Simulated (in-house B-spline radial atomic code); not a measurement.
Radial electron density of Nb2+, [Kr] 4d3. Level of theory: non-relativistic PBE, spin-polarised, spherical fractional occupations, point nucleus, inside a hard spherical wall at 5.19 bohr; calculated with a B-spline radial code for spherical atoms.

Columns: r (bohr), 4πr²n(r) (electrons per bohr), bar.

```
 0.00159    1.339 #
 0.00194    1.936 #
 0.00236    2.769 ##
 0.00288    3.951 ###
 0.00351    5.573 ####
 0.00427     7.75 #####
  0.0052    10.65 #######
 0.00634    14.42 ##########
 0.00772     19.1 #############
 0.00941    24.73 #################
  0.0115    31.16 ######################
   0.014    37.73 ###########################
   0.017    43.72 ###############################
  0.0207    48.37 ##################################
  0.0252    50.64 ####################################
  0.0307    50.09 ###################################
  0.0374    47.29 #################################
  0.0456    44.09 ###############################
  0.0555    43.22 ##############################
  0.0676    46.67 #################################
  0.0824    53.93 ######################################
     0.1     60.9 ###########################################
   0.122    62.53 ############################################
   0.149    56.07 #######################################
   0.181    45.84 ################################
   0.221    39.43 ############################
   0.269    41.44 #############################
   0.328    46.81 #################################
   0.399       46 ################################
   0.486    35.62 #########################
   0.592    21.76 ###############
   0.722     12.6 #########
   0.879    10.19 #######
    1.07    10.36 #######
     1.3    9.188 ######
    1.59    6.268 ####
    1.94    3.375 ##
    2.36    1.519 #
    2.87   0.5847 
     3.5   0.1806 
    4.26  0.03474 
    5.14 7.983e-05
```

On this grid the curve has 4 maxima, near 0.0252, 0.122, 0.328, 1.07 bohr.

The 4p down radial function P(r) = rR(r), positive near the nucleus:

```json
{"r (bohr)": "0.00194", "P": "0.001057"}
{"r (bohr)": "0.00288", "P": "0.002285"}
{"r (bohr)": "0.00427", "P": "0.004882"}
{"r (bohr)": "0.00634", "P": "0.01031"}
{"r (bohr)": "0.00941", "P": "0.02133"}
{"r (bohr)": "0.014", "P": "0.04294"}
{"r (bohr)": "0.0207", "P": "0.08171"}
{"r (bohr)": "0.0307", "P": "0.1458"}
{"r (bohr)": "0.0456", "P": "0.2342"}
{"r (bohr)": "0.0676", "P": "0.3155"}
{"r (bohr)": "0.1", "P": "0.3086"}
{"r (bohr)": "0.149", "P": "0.103"}
{"r (bohr)": "0.221", "P": "-0.2783"}
{"r (bohr)": "0.328", "P": "-0.5185"}
{"r (bohr)": "0.486", "P": "-0.2091"}
{"r (bohr)": "0.722", "P": "0.5347"}
{"r (bohr)": "1.07", "P": "0.9905"}
{"r (bohr)": "1.59", "P": "0.7593"}
{"r (bohr)": "2.36", "P": "0.2925"}
{"r (bohr)": "3.5", "P": "0.05114"}
```
